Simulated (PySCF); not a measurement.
Bonding in (LiCl)2 ring

Species: (LiCl)2 ring, Li2Cl2.
Z-matrix (Å and degrees, PBE0-D3(BJ)/def2-SVP geometry), rows numbered from 1:
```
Li
Cl  1  2.1865
Li  2  2.1855  1   73.16
Cl  1  2.1851  2  106.83  3     0.00
```

Bond orders from the PBE0/pcSseg-1 density (PySCF). Isolated species at its PBE0-D3(BJ)/def2-SVP geometry, gas phase.

(1) Set the Mayer orders of the bonds beside their lengths.

(2) Sum the orders of all bonds at each heavy atom with more than one neighbour.

## Answers

(1) 
| bond | length (Å) | Mayer order |
| --- | --- | --- |
| Li1–Cl2 | 2.187 | 0.344 |
| Li1–Cl4 | 2.185 | 0.345 |
| Cl2–Li3 | 2.186 | 0.345 |
| Li3–Cl4 | 2.186 | 0.344 |

(2) Li1 0.689, Cl2 0.689, Li3 0.689, Cl4 0.689. Orders between atoms that aren't bonded are not in these sums.

Mayer orders depend on the basis set.

The run behind these numbers computed NMR shieldings as well. On an Arm Neoverse N1 with one thread, on a shared host, this took 4.0 s wall.
